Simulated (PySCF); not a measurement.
Vertical excitations of a molecule C3H4FNSi from TDA-PBE/def2-SVPD in PySCF, as energy in eV (oscillator strength): 3.05 (0.001), 4.71 (0.032), 4.93 (0.033), 5.91 (0.006), 5.98 (0.007), 6.35 (0.020), 6.46 (0.016), 6.60 (0.017), 6.76 (0.001), 6.98 (0.010). Lowest triplet (TDA): 2.60 eV. Geometry: ωB97X-D3(BJ)/def2-SVP. One conformer was computed; it need not be the lowest.

Q: Identify the compound among the candidates.
A. N#C/C=C\[SiH2]F
B. FC1=C[SiH2]C=N1
C. F[Si@@H]1C=CN=C1
D. F[Si@H]1C=CC=N1

A: D, F[Si@H]1C=CC=N1
